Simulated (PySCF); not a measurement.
C2H7OSi, SMILES C[SiH](C)[O] (connectivity only; charge and spin as stated), charge -1, multiplicity 1. Coordinates come from a PBE-D3(BJ)/def2-SVPD optimisation. The spin state was assumed, not searched. The isomer is the one that the SMILES or the coordinates give; other isomers of the formula were not compared.

These are PBE-D3(BJ)/def2-SVPD in PySCF values and carry that method's errors.

Harmonic wavenumbers (cm⁻¹): 132, 154, 197, 243, 274, 559, 570, 592, 686, 695, 772, 841, 848, 1022, 1145, 1151, 1362, 1367, 1368, 1382, 1876, 2922, 2925, 3011, 3015, 3028, 3029. Rotational constants (GHz): 5.751, 5.730, 3.307; symmetry number 1.

Work out the zero-point energy and the ideal-gas rigid-rotor harmonic-oscillator thermochemistry at 298.15 K and 1 atm.

ZPE = ½ Σ hcν = ½ × 35167 cm⁻¹ = 210.34 kJ/mol. H − E(el) = 230.54 kJ/mol. Entropy in J/(mol K): translation 162.62, rotation 106.66, vibration 58.69, total 327.97. G − E(el) = 132.75 kJ/mol. Cp = 105.66 J/(mol K). Modes under 150 cm⁻¹ make the vibrational entropy uncertain.
